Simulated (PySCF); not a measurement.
CLiN, SMILES [Li][N][C] (connectivity only; charge and spin as stated), neutral, multiplicity 1.

Geometry optimised at PBE-D3(BJ)/def2-TZVPD.

The numbers are results of TDA-PBE/def2-TZVPD in PySCF 2.14.0, not measurements.

Vertical excitations; the highest root listed may be one member of a degenerate set. Isolated molecule, no solvent. State labels are in the subgroup C2v.

| state | symmetry | energy (eV) | λ (nm) | f | main pairs |
|---|---|---|---|---|---|
| S1 | A1 | 3.46 | 358 | 0.013 | HOMO→LUMO 100 % |
| S2 | B2 | 4.90 | 253 | 0.014 | HOMO−1→LUMO (degenerate set) |
| S3 | B1 | 4.90 | 253 | 0.014 | HOMO−2→LUMO (degenerate set) |
| S4 | B2 | 5.03 | 246 | 0.004 | HOMO→LUMO+2 (degenerate set) |
| S5 | B1 | 5.03 | 246 | 0.004 | HOMO→LUMO+1 (degenerate set) |
| S6 | A1 | 5.97 | 208 | 0.000 | HOMO→LUMO+3 97 % |
| S7 | A1 | 6.42 | 193 | 0.000 | HOMO−2→LUMO+1, HOMO−1→LUMO+2 (degenerate set) |
| S8 | A2 | 6.42 | 193 | 0.000 | HOMO−2→LUMO+2, HOMO−1→LUMO+1 (degenerate set) |
| S9 | A2 | 6.45 | 192 | 0.000 | HOMO−1→LUMO+1 50 %, HOMO−2→LUMO+2 50 % |
| S10 | B2 | 6.56 | 189 | 0.024 | HOMO→LUMO+5 88 % |
| T1 | A1 | 3.38 | 366 | 0 | HOMO→LUMO 100 % |
| T2 | B1 | 4.66 | 266 | 0 | HOMO→LUMO+1 (degenerate set) |
| T3 | B2 | 4.66 | 266 | 0 | HOMO→LUMO+2 (degenerate set) |
| T4 | B1 | 4.88 | 254 | 0 | HOMO−2→LUMO 93 % |
Triplets are in the Tamm–Dancoff approximation.
